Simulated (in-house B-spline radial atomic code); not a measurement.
**Se2+: [Ar] 3d10 4s2 4p2**

Level of theory: non-relativistic LDA PW92, spin-polarised, spherical fractional occupations, point nucleus; calculated with a radial B-spline atomic code at the basis-set limit.

Screening seen three ways: the hydrogenic charge with the same mean radius, Z_r = [3n² - l(l+1)]/(2<r>), the one with the same energy, Z_e = n√(-2ε), and Slater's rules. Values are occupation-weighted means over spin.

| shell | electrons | ε (eV) | <r> (bohr) | Z_r | Z_e | Slater |
| --- | --- | --- | --- | --- | --- | --- |
| 1s | 2 | -12304 | 0.04505 | 33.30 | 30.07 | 33.70 |
| 2s | 2 | -1582.3 | 0.2003 | 29.95 | 21.57 | 29.85 |
| 2p | 6 | -1424.6 | 0.1729 | 28.92 | 20.46 | 29.85 |
| 3s | 2 | -227.98 | 0.5861 | 23.03 | 12.28 | 22.75 |
| 3p | 6 | -173.72 | 0.5948 | 21.02 | 10.72 | 22.75 |
| 3d | 10 | -77.275 | 0.6262 | 16.77 | 7.15 | 12.85 |
| 4s | 2 | -37.002 | 1.714 | 14.00 | 6.60 | 7.65 |
| 4p | 2 | -26.428 | 1.978 | 11.63 | 5.57 | 7.65 |

The least bound orbital is 4p up at -26.43 eV, and it is also the most diffuse (<r> = 1.978 bohr).
